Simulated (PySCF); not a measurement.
## Exercise with solution: oscillator strength and radiative lifetime

C6H6O, SMILES C1=C[C@H]2C=C[C@@H]1O2.

Geometry optimised at PBE-D3(BJ)/def2-SVP. The structure was generated by enumeration; whether it is a known compound was not checked. The values are those of a single conformer.

TDA-M06-2X/def2-SVPD in PySCF puts the first singlet state with f over 0.02 at 6.20 eV (vertical), with the transition dipole (0.411, 0.000, 0.000) in atomic units.

### Question
Find the oscillator strength, the wavelength and the radiative lifetime that this transition would have in vacuum if emission retraced absorption.

### Answer

|μ|² = 0.1689 au, so |μ| = 1.04 D. ΔE = 6.20/27.211 = 0.2278 hartree. f = (2/3) ΔE |μ|² = 0.026 (the program prints 0.026).
λ = 1239.84/6.20 = 200 nm; ν = 50006 cm⁻¹.
Einstein's coefficient A = 0.6670 ν² f s⁻¹ (ν in cm⁻¹) = 4.3e7 s⁻¹, so τ = 1/A = 23 ns. This state is S3; the lower singlets have f = 0.000, 0.000. The figure is the radiative limit of this one transition; relaxation, internal conversion, crossing to triplets and a medium change what is measured.
